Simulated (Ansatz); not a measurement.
Program: Ansatz. Geometries: PBE0-D4/def2-TZVP. ΔE: electronic, gas phase. CCSD(T)/CBS adds triple-zeta CCSD(T) − MP2 to the extrapolated MP2 energy (def2 sets, frozen cores). Functionals use def2-TZVPP. For Zn outer-core shells are correlated without core-valence functions, which leaves a few kJ/mol of doubt a bond. Scalar relativity is left out up to krypton. Each species was taken in one conformer, which may not be the lowest.

Consider the redistribution: `C[O][ZnH]` + `COB(Cl)OC` → `C[O][Zn][O]C` + `COBCl`.

```json
{"level": "B2PLYP", "ΔE (eV)": "1.11"}
{"level": "BLYP", "ΔE (eV)": "1.03"}
{"level": "r2SCANh", "ΔE (eV)": "1.21"}
{"level": "HF/def2-QZVPP", "ΔE (eV)": "1.15"}
```

(1) What does CCSD(T)/CBS give? (Estimate.)

(2) What do rigid-rotor, harmonic-oscillator terms from PBE0-D4/def2-TZVP frequencies (298.15 K, 1 bar) make of the CCSD(T)/CBS value? (Estimate.)

Largest T1 diagnostic among the species: 0.017.

## Answers

(1) Ansatz gave: +1.10 eV. The listed levels differ from it by 0.01, -0.07, 0.11, 0.05 eV.

(2) Ansatz gave: ΔZPE = +0.01 eV, ΔH = +1.12 eV, ΔS = 10 J/(mol·K), ΔG = +1.09 eV. Modes under 50 cm⁻¹ make the entropy rough.

The D4 term adds +0.07 eV with B3LYP and +0.04 eV with PBE0; it sums over pairs of atoms, weighted by their polarisabilities, and B3LYP, whose exchange is more repulsive, gets the larger term. In def2-TZVPP, CCSD(T) changes the Hartree–Fock value by −0.04 eV (the triples alone add −0.00 eV) and MP2 by −0.06 eV.

B3LYP here is the variant with VWN-RPA as its local correlation; programs differ in this.
